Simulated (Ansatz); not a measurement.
ClFH₃NOSi, SMILES `N[Si](O)(F)Cl` at its PBE0-D4/def2-TZVP geometry, where that method's forces vanish. Charge 0, multiplicity 1.

```xyz
8

N     0.7897    0.1180   -0.9146
Si   -0.1248   -0.2588    0.4521
O    -1.6798    0.1654    0.2741
F    -0.2023   -1.8015    0.8000
Cl    0.7828    0.6503    2.0348
H     1.7853    0.2461   -0.8473
H     0.5061   -0.1944   -1.8291
H    -1.8571    1.0750    0.0301
```

Question: What forces (eV/Å) does r2SCAN-D4/def2-TZVPP give on these atoms in Ansatz? (An estimate is asked.)

Answer: Computed: 
```
N1  -0.013  0.022  0.005
Si2  0.028  0.031 -0.015
O3  -0.067 -0.017 -0.008
F4  -0.019 -0.067  0.015
Cl5  0.034  0.027  0.058
H6   0.020 -0.007 -0.031
H7   0.023 -0.006 -0.022
H8  -0.007  0.017 -0.003
```
